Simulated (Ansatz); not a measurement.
Ansatz (a quantum-chemistry and plane-wave program) input (CCSD(T)/aug-cc-pVDZ):

Ansatz 0.2 input:
```yaml
crystal:
  periodic: [false, false, false]
  atoms:
    - {symbol: B, position_ang: [0.00000000, 0.00000000, 0.00000000]}
    - {symbol: O, position_ang: [-0.00000000, -0.00000000, -1.26121028]}
    - {symbol: O, position_ang: [0.00000000, 0.00000000, 1.26121028]}
basis:
  gaussian:
    orbitals: aug-cc-pVDZ
magnetization: {spin_polarized: true, initial_magnetization: 1}
correlation: {method: ccsd_t, electrons: outside_noble_gas}
output: {forces: true}
```

End of the output:

```
integrals: 0.07 GiB planned
668 factors; integrals over basis functions are off by at most 5.7e-4 eV
mean field: 0.14 GiB planned
mean field evaluation 1: about -4744.0529 eV, gradient 2.3e1 eV
mean field evaluation 2: about -4744.0533 eV, gradient 2.3e1 eV
mean field evaluation 4: about -4746.8665 eV, gradient 3.1e0 eV
mean field evaluation 8: about -4747.0898 eV, gradient 2.0e-1 eV
mean field evaluation 16: about -4747.0451 eV, gradient 1.3e0 eV
mean field evaluation 32: about -4747.0893 eV, gradient 1.1e-1 eV
mean field evaluation 64: about -4746.0590 eV, gradient 1.5e1 eV
mean field evaluation 96: about -4743.4450 eV, gradient 1.4e-3 eV
mean field -4747.09059700 eV, -174.4523617461 hartree, gradient 1.2e-6 eV, S^2 0.938377; 4 other end points of the search recorded, 0 dependent functions left out
3 core orbitals not correlated
reference -4747.09059700 eV, -174.4523617461 hartree; 8, 7 occupied and 58, 59 virtual orbitals, 668 factors
densities: 0.42 GiB planned
second order -11.23926097 eV of doubles, -0.00000000 eV of singles
coupled cluster: 0.31 GiB planned
cycle   1  -11.29039600 eV  change   -5.1e-2 eV  update   1.2e-1
cycle   2  -11.77634513 eV  change   -4.9e-1 eV  update   4.8e-2
cycle   3  -11.99994620 eV  change   -2.2e-1 eV  update   3.3e-2
cycle   4  -12.00595123 eV  change   -6.0e-3 eV  update   9.1e-3
cycle   5  -12.00341861 eV  change    2.5e-3 eV  update   3.4e-3
cycle   6  -12.00721283 eV  change   -3.8e-3 eV  update   1.3e-3
cycle   7  -12.00775226 eV  change   -5.4e-4 eV  update   4.7e-4
cycle   8  -12.00795297 eV  change   -2.0e-4 eV  update   1.5e-4
cycle   9  -12.00802699 eV  change   -7.4e-5 eV  update   4.2e-5
cycle  10  -12.00801598 eV  change    1.1e-5 eV  update   1.6e-5
cycle  11  -12.00802376 eV  change   -7.8e-6 eV  update   7.0e-6
cycle  12  -12.00802352 eV  change    2.4e-7 eV  update   2.9e-6
cycle  13  -12.00802478 eV  change   -1.3e-6 eV  update   1.1e-6
cycle  14  -12.00802515 eV  change   -3.7e-7 eV  update   3.4e-7
coupled cluster: 0.31 GiB planned
perturbative correction -0.43125959 eV, -0.0158484975 hartree
the calculation of the forces begins
Total energy: -4759.52988173 eV, -174.9094970285 hartree
Atom 0 at     0.000000     0.000000     0.000000 Å, force    -0.000000    -0.000000     0.000000 eV/Å
Atom 1 at    -0.000000    -0.000000    -1.261210 Å, force    -0.000000     0.000000    -1.231373 eV/Å
Atom 2 at     0.000000     0.000000     1.261210 Å, force     0.000000    -0.000000     1.231373 eV/Å
Dipole moment:     0.000000    -0.000000    -0.000000 e Å
```

It need not be the lowest isomer of its formula.

The determinant is spin-contaminated: <S^2> is 0.94 against 0.75 for a pure state.
